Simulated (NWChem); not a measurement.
Species: CH2Cl2O2Si; SMILES O([SiH](Cl)Cl)C=O

```xyz
8

O      1.0650    -2.0251     0.0000
C     -0.1158    -2.1861     0.0000
O     -1.0266    -1.1965     0.0000
Si    -0.6876     0.4552     0.0000
Cl     0.3515     0.9691     1.6785
Cl     0.3515     0.9691    -1.6785
H     -0.6255    -3.1716     0.0000
H     -2.0100     1.1021     0.0000
```
Atoms are numbered in this order, from 1.

Program: NWChem. Pople sets run with spherical d functions. Coordinates come from a PBE0/def2-SVP optimisation. GIAO values for the isolated, static molecule; σ is the absolute isotropic shielding, δ = σ(reference) − σ with the isolated reference molecule computed at the same levels (13C: tetramethylsilane, 1H: tetramethylsilane, 17O: water, 29Si: tetramethylsilane).

```csv
level,δ O1 (ppm),δ C2 (ppm),δ O3 (ppm),δ Si4 (ppm),σ Cl5 (ppm),δ H7 (ppm),δ H8 (ppm)
B3LYP/6-311G**,496.1,157.9,256.4,-6.5,818.9,7.79,5.68
Hartree-Fock/6-31G*,423.8,150.8,168.2,-2.9,937.7,7.88,5.23
PBE/pcSseg-1,491.4,157.5,268.0,-8.5,801.8,7.81,5.76
KT2/pcSseg-1,460.7,150.2,256.4,-7.8,809.7,7.71,5.72
```
